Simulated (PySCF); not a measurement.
PySCF job for C2H12N2Si2, SMILES CN([SiH3])[Si@@H](C)N, TDA-PBE/def2-SVPD. Coordinates come from a ωB97X-D3(BJ)/def2-SVP optimisation. The structure was generated by enumeration; whether it is a known compound was not checked. The values are those of a single conformer.

```python
import numpy as np
from pyscf import gto, scf, dft, tdscf

mol = gto.M(
    atom='''
    C     0.52785316   -1.68730107   -1.33056053
    N     0.46376827   -0.46231906   -0.53914539
    Si    1.89618359    0.25241186    0.15885224
    Si   -1.07774466    0.23524256   -0.12952561
    C    -1.96448022   -0.65471885    1.26049731
    N    -0.70143469    1.83104784    0.43240417
    H     1.47070570   -1.75261323   -1.89706015
    H    -0.29426457   -1.71517131   -2.06725955
    H     0.44974928   -2.60178900   -0.71290650
    H     1.84039503    0.35905550    1.64742674
    H     3.02783514   -0.66117871   -0.19359936
    H     2.22645493    1.60248513   -0.38939238
    H    -1.92767246    0.18486068   -1.36321079
    H    -1.36499674   -0.62084728    2.18487734
    H    -2.95191302   -0.20976191    1.46603063
    H    -2.12215380   -1.71392041    0.99987782
    H    -0.40834604    2.57137197   -0.19526774
    H    -1.12051123    2.20136504    1.27747900
    ''',
    basis='def2-SVPD',
    charge=0,
    spin=0,
    max_memory=1600,
    verbose=4,
)
mf = dft.RKS(mol, xc='pbe').density_fit(auxbasis='def2-universal-jkfit')
mf.grids.level = 3
mf.conv_tol = 1e-9
mf.max_cycle = 100
mf.kernel()
mf.grids = dft.Grids(mol).set(level=1).build(with_non0tab=True)  # coarser grid for the response kernel
td = tdscf.TDA(mf)
td.singlet = True
td.nstates = 6
td.conv_tol = 1e-4
td.positive_eig_threshold = 1e-6
td.kernel(x0=td.get_init_guess(mf, 11))
td.analyze()
tt = tdscf.TDA(mf)
tt.singlet = False
tt.nstates = 2
tt.conv_tol = 1e-4
tt.positive_eig_threshold = 1e-6
tt.kernel(x0=tt.get_init_guess(mf, 7))
tt.analyze(verbose=3)
```

Program output:

```
PySCF version 2.14.0

[INPUT] verbose = 4
[INPUT] num. atoms = 18
[INPUT] num. electrons = 66
[INPUT] charge = 0
[INPUT] spin (= nelec alpha-beta = 2S) = 0
[INPUT] symmetry False subgroup None
[INPUT] Mole.unit = angstrom
[INPUT] Symbol           X                Y                Z      unit          X                Y                Z       unit  Magmom
[INPUT]  1 C      0.527853160000  -1.687301070000  -1.330560530000 AA    0.997497906386  -3.188536911986  -2.514394993856 Bohr   0.0
[INPUT]  2 N      0.463768270000  -0.462319060000  -0.539145390000 AA    0.876395015563  -0.873656405566  -1.018837128422 Bohr   0.0
[INPUT]  3 Si     1.896183590000   0.252411860000   0.158852240000 AA    3.583267666995   0.476989285992   0.300187227874 Bohr   0.0
[INPUT]  4 Si    -1.077744660000   0.235242560000  -0.129525610000 AA   -2.036642239612   0.444544011242  -0.244767929017 Bohr   0.0
[INPUT]  5 C     -1.964480220000  -0.654718850000   1.260497310000 AA   -3.712329592925  -1.237239315090   2.381994696651 Bohr   0.0
[INPUT]  6 N     -0.701434690000   1.831047840000   0.432404170000 AA   -1.325519458369   3.460178938576   0.817125456420 Bohr   0.0
[INPUT]  7 H      1.470705700000  -1.752613230000  -1.897060150000 AA    2.779230982837  -3.311959006989  -3.584924125326 Bohr   0.0
[INPUT]  8 H     -0.294264570000  -1.715171310000  -2.067259550000 AA   -0.556079445463  -3.241204032611  -3.906554377892 Bohr   0.0
[INPUT]  9 H      0.449749280000  -2.601789000000  -0.712906500000 AA    0.849902963920  -4.916668643906  -1.347198037422 Bohr   0.0
[INPUT] 10 H      1.840395030000   0.359055500000   1.647426740000 AA    3.477842567711   0.678516558519   3.113185348885 Bohr   0.0
[INPUT] 11 H      3.027835140000  -0.661178710000  -0.193599360000 AA    5.721779164934  -1.249446681293  -0.365849768291 Bohr   0.0
[INPUT] 12 H      2.226454930000   1.602485130000  -0.389392380000 AA    4.207390046388   3.028258014388  -0.735844953193 Bohr   0.0
[INPUT] 13 H     -1.927672460000   0.184860680000  -1.363210790000 AA   -3.642773007267   0.349336056401  -2.576095043152 Bohr   0.0
[INPUT] 14 H     -1.364996740000  -0.620847280000   2.184877340000 AA   -2.579469999524  -1.173231324381   4.128819788368 Bohr   0.0
[INPUT] 15 H     -2.951913020000  -0.209761910000   1.466030630000 AA   -5.578307151338  -0.396392561266   2.770396380924 Bohr   0.0
[INPUT] 16 H     -2.122153800000  -1.713920410000   0.999877820000 AA   -4.010289476205  -3.238840174202   1.889495237827 Bohr   0.0
[INPUT] 17 H     -0.408346040000   2.571371970000  -0.195267740000 AA   -0.771662179651   4.859188787683  -0.369002549563 Bohr   0.0
[INPUT] 18 H     -1.120511230000   2.201365040000   1.277479000000 AA   -2.117459344200   4.159977025792   2.414085439883 Bohr   0.0

nuclear repulsion = 399.045421305755
number of shells = 100
number of NR pGTOs = 324
number of NR cGTOs = 224
basis = def2-SVPD
ecp = {}


[settings echo left out]
init E= -771.153484692071
  HOMO = -0.289113656213846  LUMO = -0.0485419183070315  gap/eV = 6.54629
cycle= 1 E= -770.987639333616  delta_E= 0.166  |g|= 0.745  |ddm|= 6.13
  HOMO = -0.0869118325233984  LUMO = 0.0124805385298314  gap/eV = 2.70460
cycle= 2 E= -770.64150674469  delta_E= 0.346  |g|= 1.39  |ddm|= 2.52
  HOMO = -0.207758532896456  LUMO = -0.0128349910732926  gap/eV = 5.30414
cycle= 3 E= -771.114737257731  delta_E= -0.473  |g|= 0.187  |ddm|= 1.87
  HOMO = -0.192602062340941  LUMO = -0.0114287735521565  gap/eV = 4.92998
cycle= 4 E= -771.122590512265  delta_E= -0.00785  |g|= 0.073  |ddm|= 0.303
  HOMO = -0.197466386549291  LUMO = -0.0108636063212542  gap/eV = 5.07772
cycle= 5 E= -771.123803091474  delta_E= -0.00121  |g|= 0.02  |ddm|= 0.108
  HOMO = -0.196298849747178  LUMO = -0.0113230564767006  gap/eV = 5.03345
cycle= 6 E= -771.123881710263  delta_E= -7.86e-05  |g|= 0.0096  |ddm|= 0.035
  HOMO = -0.19670648023601  LUMO = -0.011265835959744  gap/eV = 5.04610
cycle= 7 E= -771.123903667333  delta_E= -2.2e-05  |g|= 0.00152  |ddm|= 0.0134
  HOMO = -0.196591382357774  LUMO = -0.0112485509362603  gap/eV = 5.04344
cycle= 8 E= -771.12390429973  delta_E= -6.32e-07  |g|= 0.000338  |ddm|= 0.00311
  HOMO = -0.196604504018458  LUMO = -0.0112526388320449  gap/eV = 5.04368
cycle= 9 E= -771.123904332156  delta_E= -3.24e-08  |g|= 8.58e-05  |ddm|= 0.000772
  HOMO = -0.196607972567512  LUMO = -0.0112530793003498  gap/eV = 5.04376
cycle= 10 E= -771.123904334003  delta_E= -1.85e-09  |g|= 3.27e-05  |ddm|= 0.000173
  HOMO = -0.196609268725131  LUMO = -0.011253805521247  gap/eV = 5.04378
cycle= 11 E= -771.123904334263  delta_E= -2.6e-10  |g|= 9.3e-06  |ddm|= 5.33e-05
  HOMO = -0.196608041269121  LUMO = -0.0112536731344082  gap/eV = 5.04375
Extra cycle  E= -771.123904334233  delta_E= 2.96e-11  |g|= 1.47e-05  |ddm|= 2.74e-05
converged SCF energy = -771.123904334233
tot grids = 63088
Overwritten attributes  positive_eig_threshold  of <class 'pyscf.tdscf.rks.TDA'>


******** <class 'pyscf.tdscf.rks.TDA'> for <class 'pyscf.df.df_jk.DFRKS'> ********
nstates = 6 singlet
deg_eia_thresh = 1.000e-03
wfnsym = None
conv_tol = 0.0001
eigh lindep = 1e-12
eigh level_shift = 0
eigh max_cycle = 100


Excitation energies (eV)
[5.05111352 5.38531775 5.73586258 5.80229636 5.91667616 6.22676527]

** Singlet excitation energies and oscillator strengths **
Excited State   1:      5.05111 eV    245.46 nm  f=0.0004
      33 -> 34       -0.70655
Excited State   2:      5.38532 eV    230.23 nm  f=0.0029
      33 -> 35       -0.70432
Excited State   3:      5.73586 eV    216.16 nm  f=0.0156
      33 -> 36        0.67728
      33 -> 37       -0.18293
Excited State   4:      5.80230 eV    213.68 nm  f=0.0333
      33 -> 36       -0.18504
      33 -> 37       -0.67529
Excited State   5:      5.91668 eV    209.55 nm  f=0.0291
      32 -> 34       -0.68686
      32 -> 35        0.10927
Excited State   6:      6.22677 eV    199.11 nm  f=0.0075
      32 -> 34        0.10285
      32 -> 35        0.68152
      33 -> 38        0.11578

** Transition electric dipole moments (AU) **
state          X           Y           Z        Dip. S.      Osc.
  1        -0.0404      0.0097     -0.0360      0.0030      0.0004
  2         0.1486      0.0097     -0.0044      0.0222      0.0029
  3        -0.2305      0.1430     -0.1927      0.1107      0.0156
  4        -0.2939     -0.2245      0.3121      0.2342      0.0333
  5         0.3913     -0.2162      0.0330      0.2009      0.0291
  6        -0.2176     -0.0050     -0.0433      0.0492      0.0075

** Transition velocity dipole moments (imaginary part, AU) **
state          X           Y           Z        Dip. S.      Osc.
  1        -0.0126      0.0043     -0.0113      0.0003      0.0011
  2         0.0178     -0.0045      0.0000      0.0003      0.0011
  3        -0.0328      0.0302     -0.0383      0.0035      0.0109
  4        -0.0469     -0.0470      0.0688      0.0091      0.0286
  5         0.0683     -0.0363      0.0029      0.0060      0.0184
  6        -0.0456      0.0197     -0.0024      0.0025      0.0072

** Transition magnetic dipole moments (imaginary part, AU) **
state          X           Y           Z
  1        -0.0617     -0.1904     -0.2366
  2        -0.0944      0.2890      0.1719
  3        -0.2753     -0.1242      0.0788
  4         0.0235     -0.3267      0.1716
  5        -0.1931     -0.1311      0.6637
  6         0.4211      0.1722     -0.7895


******** <class 'pyscf.tdscf.rks.TDA'> for <class 'pyscf.df.df_jk.DFRKS'> ********
nstates = 2 triplet
deg_eia_thresh = 1.000e-03
wfnsym = None
conv_tol = 0.0001
eigh lindep = 1e-12
eigh level_shift = 0
eigh max_cycle = 100


Excitation energies (eV)
[4.98862034 5.26339573]

** Triplet excitation energies and oscillator strengths **
Excited State   1:      4.98862 eV    248.53 nm  f=0.0000
Excited State   2:      5.26340 eV    235.56 nm  f=0.0000
```

The run converged.
